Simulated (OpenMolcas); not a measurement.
Computed levels of 4d5 in ions with 41 electrons, in cm-1 above 6S 5/2.

```json
{
 "Program": "OpenMolcas 26.06",
 "Method": "SS-CASPT2, IPEA 0.25 Eh, imaginary shift 0.1 Eh",
 "Basis": "ANO-R2",
 "Scalar Hamiltonian": "X2C, finite nucleus",
 "Spin-orbit coupling": "RASSI with atomic mean-field integrals over the reference wave functions, term energies averaged over their components"
}
```

Active space for each ion: 5 electrons in 5 orbitals (4d); closed shells correlated by CASPT2: 4s 4p.

```json
{"Level": "4G 5/2", "Ru3+": "23840", "Pd5+": "28680", "Ag6+": "31130"}
{"Level": "4G 7/2", "Ru3+": "24060", "Pd5+": "29260", "Ag6+": "31970"}
{"Level": "4G 11/2", "Ru3+": "24140", "Pd5+": "29450", "Ag6+": "32240"}
{"Level": "4G 9/2", "Ru3+": "24200", "Pd5+": "29590", "Ag6+": "32430"}
{"Level": "4P 3/2", "Ru3+": "26670", "Pd5+": "32020", "Ag6+": "34770"}
{"Level": "4P 1/2", "Ru3+": "27380", "Pd5+": "33270", "Ag6+": "36330"}
{"Level": "4D 7/2", "Ru3+": "28480", "Pd5+": "34810", "Ag6+": "38090"}
{"Level": "4D 1/2", "Ru3+": "29340", "Pd5+": "36480", "Ag6+": "40200"}
{"Level": "4D 5/2", "Ru3+": "29880", "Pd5+": "37150", "Ag6+": "40900"}
```

Question: Estimate 4G 5/2, 4G 7/2 for Rh4+ from its neighbours Ru3+ and Pd5+.

Answer: 4G 5/2 is another term, which grows about linearly with the charge: (23840 + 28680) / 2 = 26260. The calculation gives 26590, so the estimate is off by -1.2 %.
4G 7/2 is another term, which grows about linearly with the charge: (24060 + 29260) / 2 = 26660. The calculation gives 26940, so the estimate is off by -1.0 %.

Mixed levels, with the weight of the term that names them: Ru3+ 4P 3/2 (59 %), Ru3+ 4P 1/2 (70 %), Ru3+ 4D 1/2 (71 %), Ru3+ 4D 5/2 (59 %), Rh4+ 4P 3/2 (56 %), Rh4+ 4P 1/2 (68 %), Rh4+ 4D 1/2 (68 %), Rh4+ 4D 5/2 (57 %), Pd5+ 4P 3/2 (55 %), Pd5+ 4P 1/2 (67 %), Pd5+ 4D 1/2 (67 %), Pd5+ 4D 5/2 (55 %), Ag6+ 4P 3/2 (53 %), Ag6+ 4P 1/2 (65 %), Ag6+ 4D 1/2 (66 %), Ag6+ 4D 5/2 (54 %).

Term energies are means over components that CASPT2 splits; among the terms shown or strongly mixed into the levels shown the widest spread is 67 cm-1 (4d5 4G, Pd5+). Only configurations of the active space appear.
